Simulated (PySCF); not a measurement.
CH₆ClFOSi₂, SMILES C[Si@@](O)(Cl)[SiH2]F. Geometry optimised at PBE-D3(BJ)/def2-SVP. The structure was generated by enumeration; whether it is a known compound was not checked. The values are those of a single conformer.

Computed equilibrium geometry at PBE-D3(BJ)/def2-SVP (PySCF confirms it by a frequency run) as bond lengths and angles (one conformer of several):
Atoms: C1 Si2 O3 Cl4 Si5 F6 H7 H8 H9 H10 H11 H12. Bonds (Å): C1–Si2 1.879, C1–H7 1.109, C1–H8 1.110, C1–H9 1.109, Si2–O3 1.678, Si2–Cl4 2.102, Si2–Si5 2.349, O3–H10 0.974, Si5–F6 1.645, Si5–H11 1.505, Si5–H12 1.505. Bond angles (°): Si2–C1–H7 110.7, Si2–C1–H8 110.6, Si2–C1–H9 110.6, H7–C1–H8 108.4, H7–C1–H9 108.7, H8–C1–H9 107.7, C1–Si2–O3 112.9, C1–Si2–Cl4 106.8, C1–Si2–Si5 113.7, O3–Si2–Cl4 110.1, O3–Si2–Si5 106.0, Cl4–Si2–Si5 107.2, Si2–O3–H10 115.9, Si2–Si5–F6 109.6, Si2–Si5–H11 112.0, Si2–Si5–H12 109.5, F6–Si5–H11 108.3, F6–Si5–H12 108.4, H11–Si5–H12 109.0.
Charge 0, spin multiplicity 1.
